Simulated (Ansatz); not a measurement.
Cost and result up the ladder for Te₃Pt₂ (5 atoms). Charge 0, multiplicity 1. Geometry: PBE-D4/def2-SVP.

Cartesian coordinates in Å:
```
Pt -0.825 0.520 -0.106
Pt 1.377 0.476 1.155
Te -2.563 2.235 0.125
Te -0.185 -1.616 -1.286
Te 2.196 -1.615 0.112
```

Ansatz on 4 threads of Intel Xeon on a shared host. Times are rough, and most runs start from the orbitals of an earlier one. No level here is sound enough to serve as a yardstick. Binding counts from free atoms at the same level (Pt triplet, Te triplet; other spins of the atoms weren't run), without zero-point energy or a counterpoise term.

In the def2 sets Pt, Te take a core potential; there is no spin–orbit coupling. HSE06 is defined as in plane-wave codes, on full-range PBE exchange. No other spin state of charge 0 was run. Another isomer (singlet) lies 0.20 eV lower at PBE0-D4/def2-TZVP; other spin states weren't run for this one.

Run but left out: MP2/def2-TZVP, CCSD(T)/def2-SVP (restricted singlet, unstable towards broken spin symmetry).

```tsv
level	functions	binding energy per atom (eV)	remarks
HSE06-D4/def2-TZVP	230	2.44	restricted SCF unstable in HF
PBE0-D4/def2-SVP	142	2.29	restricted SCF unstable in HF
r2SCAN-D4/def2-TZVP	230	2.65	restricted SCF unstable in HF
PBE-D4/def2-TZVP (with forces)	230	2.85	restricted SCF unstable in HF
PBE-D4/def2-SVP	142	2.74	restricted SCF unstable in HF
B97M-V/def2-TZVP	230	2.44	restricted SCF unstable in HF
r2SCAN0-D4/def2-TZVP	230	2.26	restricted SCF unstable in HF
PBE0-D4/def2-TZVP	230	2.41	restricted SCF unstable in HF
```

Task: Estimate how long each takes.

Result: PBE-D4/def2-SVP 4.5 s; PBE-D4/def2-TZVP (with forces) 9.5 s; PBE0-D4/def2-SVP 9.5 s; r2SCAN-D4/def2-TZVP 16 s; HSE06-D4/def2-TZVP 16 s; r2SCAN0-D4/def2-TZVP 23 s; PBE0-D4/def2-TZVP 24 s; B97M-V/def2-TZVP 27 s. On shared hardware such times vary by a factor of up to 3.
